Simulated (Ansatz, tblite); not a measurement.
Cost and result up the ladder for In4Sn (the lowest singlet isomer of a short search) (5 atoms). Charge 0, multiplicity 1. Geometry: r2SCAN-D4/def2-SVP.

```tsv
atom	x (Å)	y (Å)	z (Å)
In1	-0.432	-2.756	-1.069
In2	-0.531	2.390	-0.078
In3	1.664	0.912	-1.279
In4	-1.521	0.320	1.705
Sn5	0.821	-0.866	0.721
```

Ansatz on 4 threads of Arm Neoverse V1 on a shared host; xTB runs through tblite on one thread. Times are rough, summed over both states, and most runs start from the orbitals of an earlier one. No level here is sound enough to serve as a yardstick. The other state is a quintet at its own geometry, which has other bonds, so the gap mixes isomer and spin.

In the def2 sets In, Sn take a core potential; there is no spin–orbit coupling. The xTB rows come from tblite. LC-ωPBE has ω = 0.4 bohr⁻¹. Correlated methods freeze 20 core orbitals; core or outer-core shells of In, Sn are correlated, in sets that lack core-valence functions. The rows differ in basis, and correlated rows in double-zeta sets carry the largest basis error. The structure comes from a short search, and lower isomers may exist.

Run but left out: HF/def2-SVP, HF/def2-TZVP (singlet: restricted singlet, unstable towards broken spin symmetry); MP2/def2-SVP, MP2/def2-TZVP (quintet: ⟨S²⟩ 6.16 to 6.17, where a pure state has 6.00).

Correlated methods converge slowly with the basis, most of all in double-zeta sets.

xTB has no spin-polarisation term.

| level | functions | wall time |
| --- | --- | --- |
| GFN1-xTB | 45 | 0.012 s |
| GFN2-xTB | 45 | 0.018 s |
| PBE-D4/def2-TZVP | 250 | 19 s |
| LC-ωPBE/def2-TZVP | 250 | 50 s |
| r2SCAN-D4/def2-TZVP (with forces) | 250 | 79 s |
| CCSD(T)/def2-SVP | 130 | 4.8 min |

Estimate what each level gives for the quintet − singlet (eV).


```tsv
level	quintet − singlet (eV)	remarks
GFN1-xTB	1.81	–
GFN2-xTB	2.28	–
PBE-D4/def2-TZVP	1.18	–
LC-ωPBE/def2-TZVP	0.43	–
r2SCAN-D4/def2-TZVP (with forces)	0.92	–
CCSD(T)/def2-SVP	1.05	large T1 (0.020) (singlet), restricted SCF unstable (singlet), spin-contaminated (⟨S²⟩ 6.16) (quintet)
```
